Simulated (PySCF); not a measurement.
**Sb³⁷⁺ (antimony, charge +37): Hartree-Fock from Schrödinger to Dirac-Coulomb-Breit**

Occupied: 1s1/2, 2s1/2, 2p1/2, 2p3/2, 3s1/2, 3p1/2. Hartree-Fock calculated with PySCF 2.14 in an uncontracted even-tempered set (20 s from 3.2 bohr⁻², ratio 2.3; 16 p from 3.9 bohr⁻², ratio 2.3), Gaussian nucleus throughout. NR is non-relativistic, sf-X2C the spin-free one-electron X2C Hamiltonian, X2C adds the bare one-electron spin-orbit term, X2C-SNSO screens it by Boettger's factors, DC is four-component Dirac-Coulomb, and the Gaunt and Breit terms are added at first order (total energies over the DC spinors, levels after relaxing the spinors in that mean field). QED terms are absent. Levels marked empty are virtual spinors of this ion; the basis has s and p functions only, so 3d, which can lie below the n = 4 levels, is absent.

| Hamiltonian | E (hartree) |
| --- | --- |
| X2C | -5322.1598 |
| X2C-SNSO | -5321.8985 |
| DC | -5323.4215 |
| DC+Gaunt | -5318.8274 |
| DC+Breit | -5319.2448 |

| level (eV) | X2C | X2C-SNSO | DC | DC+Gaunt | DC+Breit |
| --- | --- | --- | --- | --- | --- |
| 1s1/2 | -32841.1 | -32841.5 | -32866.9 | -32794.2 | -32799.1 |
| 2s1/2 | -6847.5 | -6847.7 | -6850.7 | -6843.6 | -6844.1 |
| 2p1/2 | -6564.3 | -6556.5 | -6557.7 | -6545.3 | -6546.6 |
| 2p3/2 | -6282.1 | -6285.5 | -6287.8 | -6279.2 | -6280.5 |
| 3s1/2 | -2665.6 | -2665.6 | -2666.3 | -2664.6 | -2664.8 |
| 3p1/2 | -2571.0 | -2569.1 | -2569.4 | -2566.4 | -2566.8 |
| 3p3/2 (empty) | -2427.2 | -2428.1 | -2428.5 | -2426.6 | -2427.0 |
| 4s1/2 (empty) | -1362.5 | -1362.5 | -1362.8 | -1362.1 | -1362.2 |

Question: How large are the two-electron picture-change error of X2C and the Breit correction in the total energy?

Answer: X2C-1e lies 1.2616 hartree above Dirac-Coulomb; Gaunt adds 4.5941 and the full Breit term 4.1767 hartree.

```tsv
interval (eV)	X2C	X2C-SNSO	DC	DC+Gaunt	DC+Breit
2p3/2 − 2p1/2	282.2	271.0	269.9	266.1	266.2
```

Weight of the small component: 1s1/2 0.0352, 2s1/2 0.00773, 2p1/2 0.00768, 2p3/2 0.00732, 3s1/2 0.00284, 3p1/2 0.00279, 3p3/2 0.00267, 4s1/2 0.00139.

Koopmans' value for the highest occupied level at DC+Breit: 2566.8 eV, against an ionisation energy of 2567 ± 4 eV (theoretical estimate listed by NIST; NIST Atomic Spectra Database, ionization energies); the former lacks relaxation, correlation, QED and recoil.

The whole ladder took 150 s of wall time on 1 thread of Neoverse-V1 (shared host), launched as `OMP_NUM_THREADS=1 python relrun2.py TASK.json OUT` (a driver that calls PySCF for each Hamiltonian).
